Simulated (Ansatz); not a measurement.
```yaml
atoms:
  - { symbol: Al, position_ang: [-0.4973, 0.1718, 0.1529] }
  - { symbol: F, position_ang: [0.0802, -1.1794, 1.3608] }
```

Basis set: cc-pVDZ (spherical functions). Correlated methods keep 6 orbitals frozen. Charge 0, multiplicity 1.

Computed with Ansatz (development build ahead of 0.2.0); the reference of a correlated method needn't be the lowest determinant of its kind. Restricted open shells among the atoms or ions are ROHF, correlated in semicanonical orbitals with singles.

Task: Give the atomization energy at this shape (free ground-state atoms in the same class of orbitals less the molecule, no zero-point energy) of singlet AlF by RHF-CCSD(T), RHF-CCSD.

Result:

```tsv
method	atomization energy
RHF-CCSD(T)	563.8 kJ/mol
RHF-CCSD	555.6 kJ/mol
```

Caution: no unrestricted run beside it, a lower state can exist; the shape is not the minimum.
